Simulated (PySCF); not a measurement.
CH7BN2.
Structure used (PBE0-D3(BJ)/def2-SVP), in Å, numbered top down from 1:
```
atom  x, y, z in Å
C1    -1.0941   -0.8341   -0.0835
B2     0.1680    0.1276    0.0007
N3     1.4196   -0.4000    0.4111
N4     0.0323    1.5023   -0.3177
H5    -1.4169   -1.1376    0.9268
H6    -0.8598   -1.7612   -0.6320
H7    -1.9604   -0.3678   -0.5777
H8     2.2652    0.1450    0.5008
H9     1.5443   -1.3751    0.6377
H10   -0.8455    1.9016   -0.6137
H11    0.7850    2.1743   -0.2691
```

Computed, not measured: MP2 and CCSD/aug-cc-pVDZ in PySCF, restricted Hartree–Fock reference, 4 core orbitals frozen, non-relativistic, gas phase, PBE0-D3(BJ)/def2-SVP geometry.

E(HF) = -175.65354 Eh.

(1) How large is the problem?

(2) What are the MP2 and CCSD correlation energies?

(3) What is the T1 diagnostic?

(4) How does correlation change the dipole moment?

## Answers

(1) 155 basis functions and 32 electrons; 4 orbitals frozen, which leaves o = 12 correlated occupied and v = 139 virtual orbitals. That is o·v = 1668 singles and o·v(o·v + 1)/2 = 1391946 distinct closed-shell doubles amplitudes before symmetry; the costliest CCSD step grows as o²v⁴ = 5.4 × 10^10.

(2) MP2 -0.6036 Eh and CCSD -0.6460 Eh, which gives totals of -176.25709 and -176.29951 Eh. That is 0.732 eV for each correlated electron at CCSD (1696 kJ/mol in all, 0.366 % of the total energy); MP2 gives 93.4 % of the CCSD value.

(3) 0.0113, below the customary warning level of 0.02. It is the norm of the spatial-orbital singles amplitudes over the root of the number of correlated electrons, so the norm is 0.055.

(4) HF gives 0.98 D and CCSD (unrelaxed density) 1.08 D, a change of +0.10 D.

Connected triples and the basis-set limit are missing.

The job also held the EOM ionisation roots. On an Arm Neoverse V1 with one thread, shared host, this took 4.1 min of wall time and 2.7 GiB of memory at its peak.
